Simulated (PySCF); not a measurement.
# Working out the ionisation energy of Sc

Sc [Ar] 3d1 4s2 (2D) → Sc⁺ [Ar] 3d1 4s1 (3D). Calculation: PySCF 2.14, in x2c-QZVPPall (11s7p5d3f2g, 96 functions); scalar relativity by spin-free X2C-1e. Frozen: [Ne]. Energies in hartree (1 hartree = 27.21139 eV):

```tsv
part	Sc (lower)	Sc⁺ (upper)
UHF	-763.296437	-763.098423
CCSD correlation	-0.305595	-0.267119
(T)	-0.010489	-0.006793
```

Q: What does Hartree-Fock give?

A: (-763.098423) − (-763.296437) = 0.198014 hartree = 5.388 eV.

Q: What do CCSD and CCSD(T) give?

A: The CCSD correlation energies differ by 0.038476 hartree = 1.047 eV and the triples by 0.003696 hartree = 0.101 eV, so CCSD gives 6.435 eV and CCSD(T) 6.536 eV.

Measured between the centres of the two terms (NIST): 6.562 eV, so CCSD(T) (valence and next inner shell) is off by -0.026 eV.

What remains against the reference includes basis incompleteness, the frozen core and higher excitations.
